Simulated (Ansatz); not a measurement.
Molecule: sum formula B₂BiO, charge -1, multiplicity 1. It need not be the lowest isomer of its formula. SMILES: O=B[B-]#[Bi]
Structure (B3LYP-D3(BJ)/def2-TZVP (Ansatz, a program for electronic structure) minimum search):
```xyz
4

Bi     0.0000     0.0000    -0.6689
B      0.0000     0.0000     1.3746
B      0.0000     0.0000     2.9897
O      0.0000     0.0000     4.2125
```
Charge -1, spin multiplicity 1.

Task: Give the harmonic wavenumbers at B3LYP-D3(BJ)/def2-TZVP (Ansatz, finite differences of forces, unscaled).

Result: 126, 126, 334, 470, 470, 1077, 1897 cm⁻¹. Zero-point energy 6.4 kcal/mol.

Task: From these and the geometry, give the ideal-gas thermochemistry at 298.15 K and 1 atm (rigid rotor, harmonic oscillator).

Result: Point group C∞v, rotational symmetry number 1. Rotational constants 1.027, 1.027 GHz. S(trans) 42.41, S(rot) 19.29, S(vib) 8.81, S(elec, spin only) 0.00, S 70.5 cal/(mol K). H(298) - H(0) 3.50 kcal/mol; G - E(el) -11.1 kcal/mol.
